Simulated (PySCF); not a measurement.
Two-component Hartree-Fock for Ta⁷¹⁺ (tantalum, charge +71)

Start: 1s2. Calculated with PySCF 2.14 in an uncontracted even-tempered set (16 s from 25 bohr⁻², ratio 2.6; 13 p from 33 bohr⁻², ratio 2.6; 6 d from 34 bohr⁻², ratio 2.8; 3 f from 1400 bohr⁻², ratio 2.8): generalised Hartree-Fock with the X2C-1e Hamiltonian and a Gaussian nucleus; spin-orbit coupling (SO) screened by Boettger's factors.

```tsv
spinor shell	electrons	ε, screened SO (eV)	weight of nominal j (screened SO)	rms radius, screened SO (bohr)
1s1/2	2	-77043.2	1.000	0.0210
```

```csv
quantity,screened SO
E (hartree),-5716.54131
M_J,0
⟨J²⟩,0.000
⟨L²⟩,0.000
⟨S²⟩,0.000
```

Breit and QED terms are absent; they matter most for the inner s and p1/2 levels.

Densities and radii are taken from the X2C orbitals without a picture-change correction, which distorts them close to the nucleus.
